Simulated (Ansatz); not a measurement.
`F[B-]1(Cl)OC=CC=[O+]1`. The species carries charge 0 and has multiplicity 1. The geometry is a stationary point of PBE0-D4/def2-TZVP.

```xyz
11

F    -1.631    2.053   -0.411
B    -1.118    0.966    0.192
Cl   -1.995    0.447    1.713
O    -1.148   -0.191   -0.779
C    -0.203   -1.042   -0.815
C     0.993   -0.888   -0.137
C     1.208    0.336    0.469
O     0.321    1.244    0.557
H    -0.382   -1.901   -1.461
H     1.773   -1.630   -0.198
H     2.183    0.606    0.872
```

Task: What is the dipole moment at PBE/def2-TZVPP? (Estimate.)

Result: Computed: 6.00 D, with components (4.70, -3.39, -1.52) D in this frame, pointing from negative to positive charge.

Task: And with r2SCAN, B3LYP, ωB97M-V? (Best estimate.)

Result: The calculation gave: r2SCAN 6.23 D, B3LYP 6.40 D, ωB97M-V 6.46 D.

Task: Give the Mulliken charges with PBE, B3LYP, r2SCAN in def2-TZVPP. (An estimate is asked.)

Result: Ansatz gave: 
```
atom    PBE  B3LYP  r2SCAN
  F1  -0.23  -0.27   -0.29
  B2   0.28   0.41    0.39
 Cl3  -0.24  -0.26   -0.26
  O4  -0.15  -0.22   -0.22
  C5   0.16   0.18    0.26
  C6  -0.20  -0.22   -0.24
  C7   0.16   0.18    0.26
  O8  -0.15  -0.22   -0.22
  H9   0.12   0.14    0.11
 H10   0.12   0.14    0.10
 H11   0.12   0.14    0.11
```

B3LYP here is the variant with VWN-RPA as its local correlation; programs differ in this.
